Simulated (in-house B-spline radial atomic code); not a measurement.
## Tl4+: [Ne] 3s2 (3p1/2)1 (3p3/2)4 3d10 4s1 4p6 4d10 4f14 5s2 5p6 5d10 6s1 (with a hole in an inner shell)

Computed with an all-electron radial atomic-structure program (B-spline basis): Dirac-Kohn-Sham LDA VWN5, spherical fractional occupations, Fermi nucleus of rms radius 5.4759 fm.

Z_r = [3n² - l(l+1)]/(2<r>); Z_e = n√(-2ε); the last column is Slater's effective charge. Values are occupation-weighted means over j. An effective charge above Z reflects the relativistic contraction of the inner shells.

```csv
shell,electrons,ε (eV),<r> (bohr),Z_r,Z_e,Slater
1s,2,-85570,0.01633,91.85,79.30,80.70
2s,2,-15356,0.06807,88.15,67.19,76.85
2p,6,-13385,0.06171,81.03,62.73,76.85
3s,2,-3755.5,0.1765,76.48,49.84,70.10
3p,5,-3116,0.1795,69.64,45.40,70.10
3d,10,-2517.4,0.1615,65.02,40.81,60.85
4s,1,-898.9,0.3877,61.90,32.51,54.45
4p,6,-704.83,0.4106,56.01,28.79,54.45
4d,10,-460.44,0.4309,48.74,23.27,43.85
4f,14,-198.53,0.4444,40.50,15.28,32.45
5s,2,-192.02,0.8497,44.13,18.78,25.20
5p,6,-135.63,0.959,38.06,15.79,25.20
5d,10,-67.583,1.217,28.35,11.14,11.85
6s,1,-50.353,1.982,27.25,11.54,7.70
```

The least bound orbital is 6s1/2 at -50.35 eV, and it is also the most diffuse (<r> = 1.982 bohr). The part-filled 3p shell lies below the filled 5d shell in orbital energy.

For the 1s electron the small component carries 9.5 % of the norm, the zero-frequency Breit interaction raises the level by 325.1 eV, self-energy by 212.6 eV, and vacuum polarisation lowers it by 44.67 eV.
